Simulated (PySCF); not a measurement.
C4H6BF, SMILES C(B(F)C#C)C.

Geometry optimised at PBE-D3(BJ)/def2-SVP. The structure was generated by enumeration, and PubChem lists no compound with its InChIKey, so it may never have been made. The values are those of a single conformer.

Two levels are set side by side: PBE/def2-TZVP (PySCF) and CAM-B3LYP/def2-TZVP (PySCF). Same geometry, gas phase. Differences are taken from unrounded values.

| quantity | CAM-B3LYP |
|---|---|
| orbital gap (eV) | 9.25 |
| highest occupied level (eV) | -9.70 |
| lowest empty level (eV) | -0.45 |
| dipole moment (D) | 1.64 |
| mean polarisability (bohr³) | 58.6 |

Problem. What does PBE give, and how far is it from CAM-B3LYP? (Estimate from the structure and the level; the computed values follow.)

Solution. 
| quantity | PBE | PBE minus CAM-B3LYP |
|---|---|---|
| orbital gap (eV) | 4.56 | -4.69 |
| highest occupied level (eV) | -7.07 | 2.63 |
| lowest empty level (eV) | -2.51 | -2.06 |
| dipole moment (D) | 1.51 | -0.13 |
| mean polarisability (bohr³) | 61.4 | 2.8 |

PBE's occupied levels lie high since its potential decays too fast outside the molecule; exact exchange lowers them and widens the gap. Loosely held outer electrons make PBE densities more polarisable. Differences between two approximate levels are no errors against the true value.

Rough cost on one machine, each run with all the roots and properties that it gave: CAM-B3LYP against PBE within a factor of 2.
